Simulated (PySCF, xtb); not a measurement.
Si(H)(Me)2(SH) (C₂H₈SSi), SMILES C[SiH](C)S. One conformer was computed; it need not be the lowest.

Harmonic wavenumbers (cm⁻¹) from GFN2-xTB run with xtb at its own minimum, in rising order: 70, 107, 117, 159, 168, 204, 467, 598, 602, 693, 736, 758, 799, 829, 838, 854, 1372, 1374, 1475, 1478, 1479, 1482, 2292, 2466, 3023, 3026, 3040, 3042, 3045, 3048.

Q: What does B3LYP-D3(BJ)/def2-SVP run with PySCF give at its own minimum? (The exact figures need the calculation; the answer reports its results.)

A: 147, 160, 169, 196, 212, 228, 471, 621, 624, 659, 695, 770, 814, 862, 898, 902, 1267, 1273, 1427, 1429, 1435, 1441, 2222, 2661, 3025, 3026, 3112, 3114, 3131, 3131. Paired by order, the mean absolute difference is 52 cm⁻¹ and the zero-point energies are 56.7 and 57.4 kcal/mol.
